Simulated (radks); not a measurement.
Valence configurations of Ga I (all share [Ar]). All-electron calculation, scalar-relativistic Kohn-Sham, r2SCAN, spin-unpolarised, spherical densities, finite nucleus; meta-GGA in the generalised Kohn-Sham scheme; Fermi nuclear charge, rms radius 3.9973 fm. Program: a radial shooting solver on a logarithmic mesh with Libxc functionals. Energies are relative to 3d10 4s2 4p1; eigenvalues in eV.

valence           E (eV)    e(3d)   e(4p)    e(4s)
3d10 4s2 4p1       0.000  -19.695  -2.535   -9.252
3d9 4s2 4p2       20.903  -28.715  -3.949  -11.744
3d10 4s1 4p2       6.791  -21.653  -3.372  -10.235
3d8 4s2 4p3       49.729  -38.273  -5.279  -14.066
3d10 4p3          13.718  -23.447  -4.058        -
3d10 4s1.5 4p1.5   3.377  -20.699  -2.979   -9.772
3d10 4s0.5 4p2.5  10.238  -22.567  -3.729  -10.657
3d9.5 4s2 4p1.5    9.501  -24.138  -3.259  -10.526
3d8 4s1 4p4       58.578  -39.846  -5.906  -14.816
3d9 4s1.5 4p2.5   24.818  -29.595  -4.314  -12.181

NIST lists [Ar] 3d10 4s2 4p1 as the ground configuration; this level of theory agrees among the configurations tried. The energies are those of spherical spin-averaged densities, not of single terms.
